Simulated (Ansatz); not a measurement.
`S[SiH2][GeH3]` + H₂Se → `S[SiH2][SeH]` + GeH₄ at 298.15 K and 1 bar (cleavage of the Si–Ge bond).

Gas-phase electronic energies from Ansatz, PBE0-D4/def2-TZVP geometries. CBS: MP2 limit from def2 TZ/QZ plus the TZ coupled-cluster correction, frozen cores. For Ge, Se outer-core shells are correlated without core-valence functions, which leaves a few kJ/mol of doubt a bond. Scalar relativity is left out up to krypton. Each species was taken in one conformer, which may not be the lowest.

```json
{"species": "`S[SiH2][GeH3]`", "CCSD(T)/CBS energy (Eh)": "-2766.59259", "H − E (kJ/mol)": "151.4", "S (J/(mol·K))": "348.1"}
{"species": "H₂Se", "CCSD(T)/CBS energy (Eh)": "-2401.89790", "H − E (kJ/mol)": "45.8", "S (J/(mol·K))": "219.1"}
{"species": "`S[SiH2][SeH]`", "CCSD(T)/CBS energy (Eh)": "-3090.01366", "H − E (kJ/mol)": "110.1", "S (J/(mol·K))": "332.0"}
{"species": "GeH₄", "CCSD(T)/CBS energy (Eh)": "-2078.49493", "H − E (kJ/mol)": "88.5", "S (J/(mol·K))": "217.3"}
```

H − E and S are ideal-gas, rigid-rotor, harmonic terms from PBE0-D4/def2-TZVP, for one conformer and one mirror image of each species. 1 Eh = 2625.50 kJ/mol, R = 8.31446 J/(mol·K).

By hand: ΔE, ΔH, ΔS and ΔG.

ΔE = (-3090.01366) + (-2078.49493) − (-2766.59259) − (-2401.89790) = -0.01810 Eh = -47.5 kJ/mol. Δ(H − E) = 110.1 + 88.5 − 151.4 − 45.8 = 1.4, so ΔH = -46.1 kJ/mol. ΔS = 332.0 + 217.3 − 348.1 − 219.1 = -17.9 J/(mol·K). ΔG = -46.1 − 298.15 × (-17.9)/1000 = -40.8 kJ/mol.

By hand: the equilibrium constant, and the temperature at which ΔG would vanish if ΔH and ΔS stayed fixed.

log₁₀ K = −ΔG/(RT ln 10) = 7.1. ΔG = 0 at ΔH/ΔS = 2575 K, far beyond where these terms or the molecules hold.

ΔH outweighs TΔS. A doubt of 5 kJ/mol in ΔE shifts log₁₀ K by 0.9 here. Other conformers and mirror images would add mixing entropy, several J/(mol·K) or more a flexible species. These are equilibria of isolated gas molecules and say nothing of rates. Largest T1 diagnostic: 0.012 (customary marks: 0.02 for closed shells, 0.045 for open ones).
